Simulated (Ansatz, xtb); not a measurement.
Molecule: LiCl, net charge -1, doublet state. SMILES of the parent species: [Li][Cl]
Geometry from a B3LYP-D3(BJ)/def2-TZVP (Ansatz, an electronic-structure program) optimisation:
```
Li
Cl 1 2.1377
```
Charge -1, spin multiplicity 2.

Harmonic wavenumbers from GFN2-xTB (xtb, at its own minimum), cm⁻¹: 273.

Task: Give the harmonic wavenumbers at B3LYP-D3(BJ)/def2-TZVP (Ansatz, finite differences of forces, unscaled).

Result: 496 cm⁻¹. Zero-point energy 0.7 kcal/mol.

Task: From these and the geometry, give the ideal-gas thermochemistry at 298.15 K and 1 atm (rigid rotor, harmonic oscillator).

Result: Point group C∞v, rotational symmetry number 1. Rotational constants 19.06, 19.06 GHz. S(trans) 37.16, S(rot) 13.49, S(vib) 0.67, S(elec, spin only) 1.38, S 52.7 cal/(mol K). H(298) - H(0) 2.22 kcal/mol; G - E(el) -12.8 kcal/mol.
